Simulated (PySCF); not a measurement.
Cl₂Mg, SMILES [Cl][Mg][Cl] (connectivity only; charge and spin as stated), charge -1, multiplicity 2. The structure is a stationary point at PBE-D3(BJ)/def2-TZVPD. The spin state was assumed, not searched. The isomer is the one that the SMILES or the coordinates give; other isomers of the formula were not compared.

Computed with PBE-D3(BJ)/def2-TZVPD (PySCF).

Harmonic wavenumbers (cm⁻¹): 101, 303, 389. Rotational constants (GHz): 20.61, 1.757, 1.619; symmetry number 2.

**Question.** Work out the zero-point energy and the ideal-gas rigid-rotor harmonic-oscillator thermochemistry at 298.15 K and 1 atm.

**Answer.** ZPE = ½ Σ hcν = ½ × 793 cm⁻¹ = 4.74 kJ/mol. H − E(el) = 18.52 kJ/mol. Entropy in J/(mol K): translation 165.57, rotation 103.47, vibration 24.45, spin 5.76, total 299.25. G − E(el) = -70.70 kJ/mol. Cp = 54.64 J/(mol K). Modes under 150 cm⁻¹ make the vibrational entropy uncertain.
